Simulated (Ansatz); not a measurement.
Ansatz (a program for electronic structure) input (RI-MP2/cc-pV(Q+d)Z):
A basis named .json is the Basis Set Exchange file of that set.

Ansatz 0.2 input:
```yaml
crystal:
  periodic: [false, false, false]
  atoms:
    - {symbol: B, position_ang: [0.04464608, 0.16872559, -0.07547794]}
    - {symbol: Cl, position_ang: [1.19108183, 1.32416079, -0.74580513]}
    - {symbol: Cl, position_ang: [0.62736663, -1.41953979, 0.45194296]}
    - {symbol: O, position_ang: [-1.23661918, 0.52514328, 0.01616638]}
    - {symbol: C, position_ang: [-2.27146034, -0.31335029, 0.53965100]}
    - {symbol: H, position_ang: [-2.06130161, -0.57481840, 1.57642695]}
    - {symbol: H, position_ang: [-2.35848035, -1.22450087, -0.05167697]}
    - {symbol: H, position_ang: [-3.19535667, 0.25608988, 0.48105956]}
basis:
  gaussian:
    orbitals: cc-pV_Q+d_Z.json
    fitting: {mean_field: def2-universal-jkfit, correlation: cc-pVQZ-RIFIT.json}
magnetization: {spin_polarized: false}
correlation: {method: mp2, electrons: outside_noble_gas}
```

Output:

```
Functional definition: HF
integrals: 0.61 GiB planned
537 factors; integrals over basis functions are off by at most 3.8e0 eV
mean field: 1.43 GiB planned
mean field evaluation 1: about -28798.2496 eV, gradient 3.3e1 eV
mean field evaluation 2: about -28800.0483 eV, gradient 1.9e1 eV
mean field evaluation 4: about -28800.6602 eV, gradient 7.6e-1 eV
mean field evaluation 8: about -28800.6623 eV, gradient 1.7e-6 eV
mean field -28800.66227861 eV, -1058.4048169489 hartree, gradient 1.7e-6 eV, S^2 0.000000; 0 other end points of the search recorded, 0 dependent functions left out
13 core orbitals not correlated
877 factors; their error is unknown
reference -28800.66227861 eV, -1058.4048169489 hartree; 15, 15 occupied and 355, 355 virtual orbitals, 877 factors
second order -26.01610065 eV of doubles, -0.00000000 eV of singles
Total energy: -28826.67837926 eV, -1059.3608910133 hartree
```
